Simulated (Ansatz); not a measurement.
```xyz
5

S    -1.2207   -0.0306    1.6611
Ge    0.0820   -0.0206   -0.1241
H    -0.7386   -0.2820   -1.3959
H     0.6767    1.3972   -0.1556
H     1.2006   -1.0640    0.0146
```

The species carries charge 0 and has multiplicity 2.

(1) List the CAM-B3LYP/def2-TZVPP orbital energies in eV (Ansatz). (Estimate.)

Results:

(1) The calculation gave: α occupied: -10852.67, -2420.34, -1356.92, -1207.88, -1207.86, -1207.85, -218.30, -171.73, -163.09, -162.77, -162.61, -122.06, -122.00, -121.98, -35.63, -35.60, -35.58, -35.51, -35.50, -21.80, -17.12, -12.00, -11.70, -10.78, -9.93, -8.86. α empty: 0.97, 1.67, 2.31, 2.49, 5.58, 5.69, 6.25, 6.31. β occupied: -10852.67, -2420.18, -1356.92, -1207.88, -1207.86, -1207.85, -218.15, -171.73, -162.68, -162.60, -162.52, -122.06, -122.00, -121.98, -35.63, -35.59, -35.58, -35.51, -35.50, -20.72, -16.84, -11.65, -11.57, -10.48, -8.53. β empty: -3.26, 1.12, 1.69, 2.48, 2.50, 5.71, 5.74, 6.39. ⟨S²⟩ = 0.754.
